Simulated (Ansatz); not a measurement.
The cluster Al6N6. Total charge 0; singlet. Geometry PBE-D4/def2-SVP; atoms count from 1.

Cartesian coordinates in Å:
```
Al -1.9670 -0.1181 1.7648
Al 1.5343 0.3260 -0.0336
Al -0.3152 -1.5394 -0.0944
Al 0.5585 -0.9430 -2.4597
Al 0.4464 -0.6596 2.5232
Al -0.9903 0.8933 -0.8268
N 1.2500 -1.2621 0.9362
N -1.9294 -0.5483 -0.0631
N 1.5480 0.5816 -1.8975
N 0.1180 0.9051 -2.3477
N -0.3637 0.9868 1.8646
N 0.1105 1.3778 0.6339
```

Another isomer (singlet) lies 4.22 eV lower at PBE0-D4/def2-TZVP; other spin states weren't run for this one.

(1) Estimate the Mulliken populations from the PBE0/def2-TZVP orbitals of Ansatz.

(2) And the Mayer bond orders between bonded heavy atoms (over 0.3)?

Results:

(1) 
| atom | charge (e) |
| --- | --- |
| Al1 | 0.18 |
| Al2 | 0.46 |
| Al3 | 0.30 |
| Al4 | 0.24 |
| Al5 | 0.18 |
| Al6 | 0.46 |
| N7 | -0.39 |
| N8 | -0.39 |
| N9 | -0.31 |
| N10 | -0.31 |
| N11 | -0.24 |
| N12 | -0.19 |
Mulliken values and Mayer orders depend strongly on the basis.

(2) Al1–Al5 0.70 (2.59 Å); Al1–N8 1.00 (1.88 Å); Al1–N11 0.94 (1.95 Å); Al2–N7 0.99 (1.88 Å); Al2–N9 1.07 (1.88 Å); Al2–N12 0.91 (1.89 Å); Al3–Al4 0.81 (2.59 Å); Al3–N7 1.02 (1.89 Å); Al3–N8 1.02 (1.89 Å); Al4–N9 0.87 (1.90 Å); Al4–N10 0.87 (1.90 Å); Al5–N7 1.01 (1.88 Å); Al5–N11 0.94 (1.95 Å); Al6–N8 0.99 (1.88 Å); Al6–N10 1.07 (1.88 Å); Al6–N12 0.91 (1.89 Å); N9–N10 0.81 (1.53 Å); N11–N12 1.04 (1.38 Å).
